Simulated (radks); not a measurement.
The numbers below are computed, except where a source is named.
Species: the silicon ion Si3+. Configuration: [Ne] 3s1. Level of theory: scalar-relativistic Kohn-Sham, PBE, spin-unpolarised, spherical densities, finite nucleus; Fermi nuclear charge, rms radius 3.1224 fm (a radial shooting solver on a logarithmic mesh with Libxc functionals). Some entries of the table are withheld. Estimate them.

orbital,occ.,eigenvalue (hartree),<r^2> (bohr^2)
1s,2,-67.01656,0.01667
2s,2,-6.46352,(1)
2p,6,-4.85157,(2)
3s,1,-1.45116,3.890
3p,0,-1.13139,4.862
3d,0,-0.72528,7.160

Answer. 
(1) 2s <r^2> (bohr^2): 0.3826
(2) 2p <r^2> (bohr^2): 0.3592
